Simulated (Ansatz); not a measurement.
## Four-centre ligand exchange

Start structure (SiNH$_{5}$Cl$_{2}$, closed shell), relaxed at PBE0-D4/def2-TZVP:

| atom | x (Å) | y (Å) | z (Å) |
| --- | --- | --- | --- |
| Si1 | -1.0068 | 0.3736 | -0.3396 |
| N2 | 0.4250 | -0.4194 | -0.7748 |
| Cl3 | -2.3512 | 0.6416 | -1.8704 |
| Cl4 | -0.4937 | 2.2270 | 0.3410 |
| H5 | -1.7089 | -0.3932 | 0.7027 |
| H6 | 1.6508 | -0.5183 | 1.7709 |
| H7 | 1.9389 | -0.5739 | 2.4587 |
| H8 | 0.4067 | -1.4032 | -0.9940 |
| H9 | 1.1393 | 0.0657 | -1.2946 |

The step: SiNH₃Cl₂ ([NH2][SiH]([Cl])[Cl]) + H₂ → SiH₂Cl₂ ([Cl][SiH2][Cl]) + NH₃; bonds formed: Si1–H7, N2–H6; bonds broken: Si1–N2, H6–H7. Computed with Ansatz 0.2.0 (basis: def2-TZVPP and def2-QZVPP); correlated methods freeze the cores. Extrapolation: Hartree–Fock as exp(−7.88 √X), correlation as X^−2.97. Energies below are by CCSD(T) at an estimated basis limit (MP2 extrapolated from triple and quadruple zeta, plus CCSD(T) − MP2 in triple zeta).

Problem. What are the electronic barrier and the energy of the step, from the start structure to the end structure? (Judge from chemistry; the value comes from the calculation.)

Solution. By the calculation: Barrier 50.30 kcal/mol; step energy 7.09 kcal/mol (uphill); reverse barrier, their difference, 43.21 kcal/mol. Barrier and step energy count from the start structure, the reverse barrier from the end structure.

The saddle point: One imaginary mode of 1465i cm⁻¹.
```json
{"pair": "Si1–H7", "start (Å)": "4.17", "saddle (Å)": "1.78", "end (Å)": "1.47"}
{"pair": "N2–H6", "start (Å)": "2.83", "saddle (Å)": "1.24", "end (Å)": "1.01"}
{"pair": "Si1–N2", "start (Å)": "1.69", "saddle (Å)": "1.84", "end (Å)": "2.39"}
{"pair": "H6–H7", "start (Å)": "0.75", "saddle (Å)": "1.11", "end (Å)": "2.80"}
```

Zero-point energy (harmonic, PBE0-D4): ZPE is 31.49 kcal/mol at the start and 33.59 kcal/mol at the saddle, so the barrier goes from 50.30 to 52.41 kcal/mol.

T1 diagnostic: at most 0.010.

Labels in which every atom is bracketed show which atoms are joined, not bond orders.

For scale, one of the runs: CCSD(T)/def2-TZVPP, 227 basis functions, launched by `ansatz run in.yaml --threads 4 --pin off --events-out ev --progress --plain --max-ram 9574MiB`. Time: 90 s of wall clock on 4 CPU threads of an Arm Neoverse V1; the host was shared. Peak host memory: 3.5 GiB.
